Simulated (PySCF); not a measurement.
C4H7ClSi, SMILES C[SiH2]C=C=CCl.

Geometry optimised at B3LYP-D3(BJ)/def2-SVP. The structure was generated by enumeration; whether it is a known compound was not checked. The values are those of a single conformer.

Two levels are set side by side: PBE/def2-TZVP (PySCF) and HF/def2-TZVP (PySCF). Same geometry, gas phase. Differences are taken from unrounded values.

```
quantity                        HF
---------------------------  -----
orbital gap (eV)             12.37
highest occupied level (eV)  -9.72
lowest empty level (eV)       2.65
dipole moment (D)             1.85
mean polarisability (bohr³)   88.0
```

Task: What does PBE give, and how far is it from HF? (Estimate from the structure and the level; the computed values follow.)

Result: 
```json
[
 {"quantity": "orbital gap (eV)", "PBE": "3.87", "PBE minus HF": "-8.50"},
 {"quantity": "highest occupied level (eV)", "PBE": "-5.93", "PBE minus HF": "3.79"},
 {"quantity": "lowest empty level (eV)", "PBE": "-2.06", "PBE minus HF": "-4.71"},
 {"quantity": "dipole moment (D)", "PBE": "1.67", "PBE minus HF": "-0.18"},
 {"quantity": "mean polarisability (bohr³)", "PBE": "95.2", "PBE minus HF": "7.2"}
]
```

Without exact exchange PBE keeps part of each electron's self-repulsion, which lifts occupied levels and narrows the gap. Loosely held outer electrons make PBE densities more polarisable. Differences between two approximate levels are no errors against the true value.

Rough cost on one machine, each run with all the roots and properties that it gave: HF against PBE about 1/3.
